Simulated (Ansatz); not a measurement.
`[F][Ge][N]([SiH3])[SiH3]` + CH₃OH → `C[O][Ge][F]` + `[SiH3]N[SiH3]`  (ligand exchange at a Ge–N bond)

Gas-phase electronic energies from Ansatz, PBE0-D4/def2-TZVP geometries. CCSD(T)/CBS is the MP2 limit (def2-TZVPP, def2-QZVPP) plus CCSD(T) − MP2 in def2-TZVPP, frozen cores. This one scheme is used for every species. Functionals use def2-TZVPP. For Ge outer-core shells are correlated without core-valence functions, which leaves a few kJ/mol of doubt a bond. Scalar relativity is left out up to krypton. Each species was taken in one conformer, which may not be the lowest.

`[F][Ge][N]([SiH3])[SiH3]`:

```xyz
11

F    -2.478   -1.285   -0.812
Ge   -0.842   -1.558   -1.438
N    -0.056   -0.322   -0.321
Si    1.661   -0.058   -0.411
Si   -1.016    0.592    0.829
H     2.188   -0.968   -1.467
H     1.975    1.347   -0.776
H     2.326   -0.372    0.880
H    -2.022    1.441    0.148
H    -0.059    1.477    1.552
H    -1.676   -0.295    1.816
```

CH₃OH:

Z-matrix (Å, degrees):
```
C
O 1 1.409
H 1 1.097 2 112.4
H 1 1.090 2 107.0 3 -118.5
H 1 1.097 2 112.4 3 123.0
H 2 0.959 1 108.5 3 -61.6
```

`C[O][Ge][F]`:

Cartesian coordinates in Å:
```
C -0.185 0.701 0.387
O -0.390 0.176 -0.908
Ge 0.101 -1.393 -1.550
F 0.890 -2.048 -0.109
H 0.341 -0.002 1.037
H 0.397 1.623 0.311
H -1.155 0.943 0.831
```

`[SiH3]N[SiH3]`:

Cartesian coordinates in Å:
```
Si -0.075 -1.524 -0.331
N -0.336 -0.053 0.534
Si 0.199 1.541 0.148
H 0.928 -1.245 -1.388
H -1.319 -2.041 -0.968
H 0.429 -2.591 0.576
H -0.931 -0.127 1.348
H 1.166 1.425 -0.972
H 0.858 2.179 1.320
H -0.918 2.435 -0.268
```

```tsv
species	LC-ωPBE energy (Eh)
`[F][Ge][N]([SiH3])[SiH3]`	-2813.82357
CH₃OH	-115.70775
`C[O][Ge][F]`	-2291.72809
`[SiH3]N[SiH3]`	-637.81299
```

Task: Work out ΔE.

Result: ΔE = (-2291.72809) + (-637.81299) − (-2813.82357) − (-115.70775) = -0.00976 Eh = -25.6 kJ/mol. CCSD(T)/CBS gives -14.0 kJ/mol.

Task: What do rigid-rotor, harmonic-oscillator terms from PBE0-D4/def2-TZVP frequencies (298.15 K, 1 bar) make of the CCSD(T)/CBS value? (An estimate is asked.)

Result: The calculation gave: ΔZPE = -1.3 kJ/mol, ΔH = -15.3 kJ/mol, ΔS = 32 J/(mol·K), ΔG = -24.8 kJ/mol. Modes under 50 cm⁻¹ make the entropy rough.

Largest T1 diagnostic among the species: 0.015.

From PBE to PBE0 (25 % exact exchange), in def2-TZVPP and without D4, ΔE moves by +3.4 kJ/mol. In def2-TZVPP, CCSD(T) changes the Hartree–Fock value by +15.3 kJ/mol (the triples alone add +2.2 kJ/mol) and MP2 by +16.3 kJ/mol.
